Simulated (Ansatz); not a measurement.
Harmonic frequencies (cm⁻¹) at PBE0-D4/def2-TZVP from Ansatz: 63, 135, 226, 500, 538, 622, 672, 732, 772, 875, 942, 1078, 1154, 1413, 2234, 2266, 3095, 3164.

Each molecule was computed in one conformer, which needn't be the lowest.

(1) Which molecule is it?
A. `C[SiH](Cl)Br`
B. `FC1NBO1`
C. `O=C(O)[Se][GaH2]`
D. `Cl[SiH2]CBr`

## Answers

(1) D.
